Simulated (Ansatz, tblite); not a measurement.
Cost and result up the ladder for Si(iPr)H3 (C₃H₁₀Si) (14 atoms). The state is a singlet with charge 0. Geometry: PBE0-D4/def2-SVP.

```xyz
14

Si    1.4815    0.3362   -0.7314
C    -0.2022    0.3785    0.1395
C    -0.1549   -0.3630    1.4757
C    -1.3080   -0.1573   -0.7703
H    -0.4032    1.4477    0.3407
H     0.6083    0.0506    2.1535
H     0.0733   -1.4326    1.3324
H    -1.1265   -0.3050    1.9951
H    -2.2929   -0.0913   -0.2776
H    -1.3740    0.4003   -1.7180
H    -1.1403   -1.2183   -1.0208
H     2.5536    0.8831    0.1593
H     1.4471    1.1460   -1.9903
H     1.8382   -1.0750   -1.0878
```

Ansatz on 4 threads of Intel Xeon on a shared host; xTB runs through tblite on one thread. Times are rough, summed over both states, and most runs start from the orbitals of an earlier one. PBE0-D4/def2-TZVP serves as the yardstick here, not as an exact answer. The other state is a doublet.

The xTB rows come from tblite.

Raw xTB energies of ions are shifted by several eV.

```csv
level,functions,wall time,vertical IE (eV),difference from PBE0-D4/def2-TZVP (eV)
GFN2-xTB,31,0.012 s,13.38,3.26
GFN1-xTB,41,0.02 s,14.44,4.32
PBE-D4/def2-TZVP,190,3.4 s,9.88,-0.23
r2SCAN-D4/def2-TZVP,190,5.9 s,9.95,-0.16
PBE0-D4/def2-TZVP (with forces),190,5.9 s,10.11,0.00
```
